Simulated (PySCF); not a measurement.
Isomers of C2H6BP. Level of theory: PySCF 2.14.0, PBE0-D3(BJ)/def2-SVP geometry optimisation, gas phase. Energies are electronic, without zero-point or thermal terms, for one conformer each. No frequencies were run at this level. Point groups hold within 0.08 Å.

Question: Order them by energy at this level, lowest first, and give relative energies in kJ/mol.
A. `C#C[BH2-][PH3+]`
B. `[CH2:1]=[CH:2][BH:3][PH2:4]` with C1–C2–B3–P4 16°, C2–B3–P4–H 45° and 147°

Answer: B (0.0), A (118.2).

```
         SMILES      E (Eh)  E rel (kJ/mol)  dipole (D)  point group      A, B, C (MHz)
          C=CBP  -445.54297             0.0        1.21            –  14444, 3148, 2637
C#C[BH2-][PH3+]  -445.49795           118.2        4.65           Cs  15292, 2953, 2588
```

Question: How do the relative energies change in single points at PBE0/pcSseg-1 (no added dispersion term) on the same geometries?

Answer: 
| SMILES | PBE0-D3(BJ)/def2-SVP (kJ/mol) | PBE0/pcSseg-1 (kJ/mol) | shift |
| --- | --- | --- | --- |
| C=CBP | 0.0 | 0.0 | 0.0 |
| C#C[BH2-][PH3+] | 118.2 | 114.7 | -3.5 |

Each column counts from its own lowest isomer. The order is unchanged; the largest shift is 3.5 kJ/mol.
